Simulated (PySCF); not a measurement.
Coordinates in bohr (charge -1 multiplicity 2):
```
W     0.0000    0.0000   -0.2814
N     2.4953    0.0000    1.8496
N    -2.4953    0.0000    1.8496
```

All numbers come from PySCF, UB3LYP, basis W def2-SVPD with ECP60, N def2-SVPD (scalar-relativistic core potentials, no spin–orbit coupling, density fitting).

This geometry of [WN2]- is a stationary point at this level.

Question: What is the point group?

Answer: C2v.

Question: Is it a minimum?

Answer: Yes: all harmonic wavenumbers are real.

Question: List the harmonic modes with their infrared intensities.

Answer: 
```json
{"symmetry": "a1", "ω (cm⁻¹)": "332", "IR (km/mol)": "7.2"}
{"symmetry": "b2", "ω (cm⁻¹)": "769", "IR (km/mol)": "26.1"}
{"symmetry": "a1", "ω (cm⁻¹)": "1029", "IR (km/mol)": "77.7"}
```

Question: Give the ideal-gas entropy at 298.15 K and 1 bar by parts.

Answer: translation 175.7, rotation 91.4, vibration 6.6, spin 5.8; total 279.4 J/(mol K).

In C2v the vibrations span 2a1 + b2. Here b1 is antisymmetric to the molecular plane and b2 lies in it.

Only a few start shapes were tried, so a lower isomer may exist. Other spin states or occupations of the open shell can lie lower. The lowest empty level of this anion is unbound, so it and the gap depend on the basis. Spin–orbit coupling, left out here, can matter for elements this heavy.
